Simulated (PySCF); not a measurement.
Choosing a molecule for a target property.

All species are isolated and taken at one optimised geometry, non-relativistic unless stated. Electronic properties by PySCF.

The conformers computed, where there is a choice (atom-mapped SMILES and torsion angles):
- `[F:1][C:2]([F:3])([F:4])[CH2:5][C:6]1=[CH:7][SiH2:8][CH:9]=[CH:10][SiH2:11]1`: F1–C2–C5–C6 -179°, C2–C5–C6–C7 122°
- `[CH3:1][O:2][GeH2:3][SiH3:4]`: C1–O2–Ge3–Si4 179°
- `[CH3:1][B:2]([CH3:3])[SiH2:4][CH2:5][GeH3:6]`: C1–B2–Si4–C5 65°, B2–Si4–C5–Ge6 55°

Question: Wanted: HOMO–LUMO gap above 9.5 eV (CAM-B3LYP/def2-SVPD) and dipole moment below 0.9 D (CAM-B3LYP/def2-SVPD), at PBE0-D3(BJ)/def2-SVP geometries. Which candidate meets both?
A. `C[O][GeH2][SiH3]`
B. `FC(F)(F)CC1=C[SiH2]C=C[SiH2]1`
C. `[H][H]`
D. `CB(C)[SiH2][CH2][GeH3]`

Answer: C. Computed values:
| species | HOMO–LUMO gap | dipole moment |
| --- | --- | --- |
| CB(C)[SiH2][CH2][GeH3] | 8.56 eV | 0.80 D |
| FC(F)(F)CC1=C[SiH2]C=C[SiH2]1 | 9.11 eV | 2.31 D |
| C[O][GeH2][SiH3] | 9.89 eV | 0.99 D |
| [H][H] | 16.00 eV | 0.00 D |

Question: Wanted: static isotropic polarisability between 60 au and 120 au (CAM-B3LYP/def2-SVPD) and lowest triplet excitation (Tamm–Dancoff) below 6 eV (TDA CAM-B3LYP/def2-SVPD), at PBE0-D3(BJ)/def2-SVP geometries. Which candidate meets both?
A. `CB(C)[SiH2][CH2][GeH3]`
B. `C1=C[SiH2]C=C([SiH2]1)CC(F)(F)F`
C. `[GeH2]([SiH3])[O]C`
D. `[NH2][GeH3]`
E. `[H][H]`

Answer: A. Computed values:
```
                        species  static isotropic polarisability  lowest triplet excitation (Tamm–Dancoff)
                         [H][H]                           5.4 au                                  10.02 eV
                    [NH2][GeH3]                          42.0 au                                   5.78 eV
             [GeH2]([SiH3])[O]C                          80.0 au                                   6.06 eV
         CB(C)[SiH2][CH2][GeH3]                         111.1 au                                   3.83 eV
C1=C[SiH2]C=C([SiH2]1)CC(F)(F)F                         122.7 au                                   3.97 eV
```

Question: Wanted: lowest singlet excitation between 5 eV and 6.3 eV (TDDFT CAM-B3LYP/def2-SVPD) and smallest rotational constant above 0.6 GHz (PBE0-D3(BJ)/def2-SVP), at PBE0-D3(BJ)/def2-SVP geometries. Which candidate meets both?
A. `[GeH2]([SiH3])[O]C`
B. `C1=C[SiH2]C=C([SiH2]1)CC(F)(F)F`
C. `CB(C)[SiH2][CH2][GeH3]`
D. `[H][H]`
E. `[NH2][GeH3]`

Answer: E. Computed values:
```
                        species  lowest singlet excitation  smallest rotational constant
         CB(C)[SiH2][CH2][GeH3]                    4.60 eV                     0.798 GHz
C1=C[SiH2]C=C([SiH2]1)CC(F)(F)F                    5.80 eV                     0.394 GHz
                    [NH2][GeH3]                    6.19 eV                     9.332 GHz
             [GeH2]([SiH3])[O]C                    6.42 eV                     1.549 GHz
                         [H][H]                   12.56 eV                  1731.980 GHz
```

Question: Wanted: vertical ionisation energy above 9.9 eV (ΔSCF CAM-B3LYP/def2-SVPD) and electronic spatial extent ⟨r²⟩ about the centre of nuclear charge above 100 bohr² (CAM-B3LYP/def2-SVPD), at PBE0-D3(BJ)/def2-SVP geometries. Which candidate meets both?
A. `[H][H]`
B. `CB(C)[SiH2][CH2][GeH3]`
C. `[NH2][GeH3]`
D. `C[O][GeH2][SiH3]`

Answer: D. Computed values:
| species | vertical ionisation energy | electronic spatial extent ⟨r²⟩ about the centre of nuclear charge |
| --- | --- | --- |
| CB(C)[SiH2][CH2][GeH3] | 9.37 eV | 1554 bohr² |
| [NH2][GeH3] | 9.86 eV | 191 bohr² |
| C[O][GeH2][SiH3] | 9.97 eV | 811 bohr² |
| [H][H] | 16.29 eV | 5 bohr² |
